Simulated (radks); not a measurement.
The numbers below are computed, except where a source is named.
Coulomb parameter of the 5d shell of neutral gold in the model configuration [Xe] 4f14 5d9.5 6s1.5, as a second difference U = [E(n + 0.5) + E(n - 0.5) - 2 E(n)] / (0.5)^2 with all orbitals relaxed. "Bare": the charge of the atom changes with n. "Screened": the 6s shell takes up the change at fixed total charge, which measures U(5d,5d) + U(6s,6s) - 2 U(5d,6s). Level of theory: scalar-relativistic Kohn-Sham, r2SCAN, spin-unpolarised, spherical densities, finite nucleus; meta-GGA in the generalised Kohn-Sham scheme; Fermi nuclear charge, rms radius 5.4371 fm (a radial shooting solver on a logarithmic mesh with Libxc functionals).

case	configuration	E - E(n) (eV)
start	[Xe] 4f14 5d9.5 6s1.5	0.000
bare +0.5	[Xe] 4f14 5d10 6s1.5	-2.850
bare -0.5	[Xe] 4f14 5d9 6s1.5	5.393
screened +0.5	[Xe] 4f14 5d10 6s1	-0.805
screened -0.5	[Xe] 4f14 5d9 6s2	1.061

U(bare) = 10.173 eV, U(screened by 6s) = 1.023 eV, against the Slater integral F0(5d,5d) = 15.684 eV with frozen orbitals. The step up makes a negative ion, whose loosely bound charge lowers the bare value.
